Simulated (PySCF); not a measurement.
Br2Zr, multiplicity 1. Atoms are numbered in the order given.

```xyz
3

Zr     0.0000     0.0000    -0.5735
Br     0.0000     2.3021     0.3277
Br     0.0000    -2.3021     0.3277
```
Charge 0, spin multiplicity 1.

Geometry: B3LYP-D3(BJ)/def2-SVP. The multiplicity is an assumed one; other spin states were not compared. The def2 effective core potentials stand for the cores of Zr; spin–orbit coupling is left out.

Computed with TDA-PBE/def2-SVPD in PySCF.

Vertical excitations. The molecule is in vacuum. State labels are in the subgroup C2v.

```csv
state,symmetry,energy (eV),λ (nm),f,main pairs
S1,B1,0.66,1891,0.002,HOMO→LUMO 99 %
S2,A1,0.66,1874,0.002,HOMO→LUMO+1 99 %
S3,A2,0.97,1277,0.000,HOMO→LUMO+2 100 %
S4,B2,1.17,1061,0.002,HOMO→LUMO+3 100 %
S5,A2,3.45,359,0.000,HOMO−1→LUMO 100 %
S6,B2,3.49,355,0.006,HOMO−1→LUMO+1 96 %
S7,B1,3.50,355,0.001,HOMO−2→LUMO+1 98 %
S8,A1,3.50,354,0.109,"HOMO−2→LUMO 54 %, HOMO→LUMO+4 40 %"
S9,A1,3.57,347,0.146,"HOMO→LUMO+4 47 %, HOMO−3→LUMO+1 28 %, HOMO−2→LUMO 21 %"
S10,B1,3.63,341,0.001,HOMO−3→LUMO 98 %
T1,A2,0.58,2121,0,HOMO→LUMO+2 100 %
T2,B2,0.82,1514,0,HOMO→LUMO+3 100 %
T3,A1,2.38,521,0,HOMO→LUMO+4 99 %
T4,B1,2.82,439,0,HOMO→LUMO+5 98 %
```
Triplets are in the Tamm–Dancoff approximation.
